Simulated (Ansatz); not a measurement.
Input file for Ansatz (an electronic-structure program): R-r2SCAN/def2-TZVPP on GaH4N (SMILES [NH2][GaH2]), a point of a torsion scan.

Ansatz 0.2 input:
```yaml
crystal:
  periodic: [false, false, false]
  atoms:
    - {symbol: N, position_ang: [-0.93970136, -0.06642954, 0.07472131]}
    - {symbol: Ga, position_ang: [0.76286706, 0.40604662, -0.36380418]}
    - {symbol: H, position_ang: [-1.61121326, 0.59095363, 0.45766763]}
    - {symbol: H, position_ang: [-1.46436584, -0.72788335, -0.49143555]}
    - {symbol: H, position_ang: [1.67222494, 0.96807472, 0.76009793]}
    - {symbol: H, position_ang: [1.37798713, 0.10963987, -1.76478085]}
basis:
  gaussian:
    orbitals: def2-TZVPP
hamiltonian:
  xc: {name: r2SCAN}
scf: {lower_state_search: off}
```

The head of its log:

```
WARN ansatz: RAYON_NUM_THREADS=1 ignored (pool sized by the plan → 1); use --threads N
Functional definition: r2SCAN
these checks for a lower state are left out or cut short: stability, starts, cluster_reference, orbital_swaps, neighbouring_geometries, increment
integrals: 0.05 GiB planned
759 factors; their error is unknown
mean field: 0.38 GiB planned
mean field evaluation 1: about -53923.4418 eV, gradient 7.2e1 eV
mean field evaluation 2: about -53874.7714 eV, gradient 1.4e2 eV
```

Task: What total energy does the run end on?

Result: -1981.9887 hartree.
